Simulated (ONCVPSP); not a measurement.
## Pb: ONCV pseudisation with LDA (Perdew-Zunger), fully relativistic reference atom.

- Element: Pb (Z = 82)
- Generator: ONCVPSP 4.0.1
- Type: optimised norm-conserving Vanderbilt (ONCV)
- Functional: LDA (Perdew-Zunger)
- Relativity: fully relativistic
- Frozen core: [Kr] 4d10 4f14
- Valence charge: 22
- Reference configuration: 5s2 5p6 5d10 6s1 6p3
- Partial waves: 5s+6s: rc 1.35 bohr, ncon 4, nbas 7, qcut 8.9 1/bohr, 2 projectors; 5p+6p: rc 1.40 bohr, ncon 3, nbas 6, qcut 9.2 1/bohr, 2 projectors; 5d: rc 1.45 bohr, ncon 4, nbas 8, qcut 9.6 1/bohr, 3 projectors, debl 3.9 Ha
- Local potential: polynomial inside 1.15 bohr (lpopt 5, dvloc0 -1 Ha)
- Core correction: Teter function, fcfact 2.75, rcfact 1.5

Open shells are filled in proportion to 2j + 1.

Poles of the logarithmic derivatives, all-electron (AE) and pseudo (PS). s: poles at -4.7 (AE) and -4.7 (PS) Ha. p3/2: poles at -1.8 (AE) and -1.8 (PS) Ha. p1/2: poles at -3.1 (AE) and -3.1 (PS) Ha. d5/2: poles at 1.1 (AE) and 1.1 (PS) Ha. d3/2: poles at 0.8 (AE) and 0.8 (PS) Ha. Test radii: s 1.37, p3/2 1.42, p1/2 1.42, d5/2 1.47, d3/2 1.47 bohr.

- Cutoffs needed: 32 Ha and 37 Ha (the cutoffs (Ha) at which the residual kinetic energy of the hardest occupied pseudo-wave falls to 1 and 0.1 mHa per electron)
- Ghost test: no bound ghost flagged; GHOST(+) flagged for s at 242.1 eV
- Largest excitation error: +0.8 meV (all-electron minus pseudo) for 5s2 5p6 5d10 6s2 6p0, out of 4 test configurations
- rms error of d²Exc/dni dnj: 8.07 mHa without and 3.88 mHa with the model core
